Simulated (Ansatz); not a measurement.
Gas-phase electronic energies from Ansatz, PBE0-D4/def2-TZVP geometries. CCSD(T)/CBS is the MP2 limit (def2-TZVPP, def2-QZVPP) plus CCSD(T) − MP2 in def2-TZVPP, frozen cores. This one scheme is used for every species. Functionals use def2-TZVPP. B3LYP here is the variant with VWN-RPA as its local correlation; programs differ in this. Elements past krypton have def2 core potentials. For Sn outer-core shells are correlated without core-valence functions, which leaves a few kJ/mol of doubt a bond. One conformer a species, not always the lowest.

Consider the ligand exchange at the Sn–Cl bond: `C[CH2][Sn][Cl]` + H–F → `C[CH2][Sn][F]` + HCl.

(1) Is it downhill or uphill in electronic energy at CCSD(T)/CBS, and by how much? (An estimate is asked.)

(2) What do these levels give: PBE0-D4, r2SCANh-D4, r2SCAN0-D4, ωB97M-V, PBE0, B3LYP, RPA@PBE/def2-TZVPP, CCSD/def2-SVP, MP2/def2-TZVPP, CCSD/def2-TZVPP, HF/CBS(def2), MP2/CBS(def2)? (Estimate.)

Largest T1 diagnostic among the species: 0.015.

Results:

(1) Ansatz gave: Uphill: ΔE = +38.1 kJ/mol.

(2) The calculation gave: PBE0-D4 40.3, r2SCANh-D4 34.3, r2SCAN0-D4 38.8, ωB97M-V 31.6, PBE0 36.9, B3LYP 26.8, RPA@PBE/def2-TZVPP 30.3, CCSD/def2-SVP 27.9, MP2/def2-TZVPP 43.1, CCSD/def2-TZVPP 36.0, HF/CBS(def2) 34.4, MP2/CBS(def2) 44.9 kJ/mol.

Leaving LDA and LC-ωPBE aside and taking each functional with its dispersion term where it has one, the values, not all of them listed here, spread over 15.7 kJ/mol, from CAM-B3LYP-D4 to PBE-QIDH. LDA lies +4.3 kJ/mol from PBE without D4. From r2SCAN to r2SCAN0 (25 % exact exchange), in def2-TZVPP and without D4, ΔE moves by +7.6 kJ/mol.
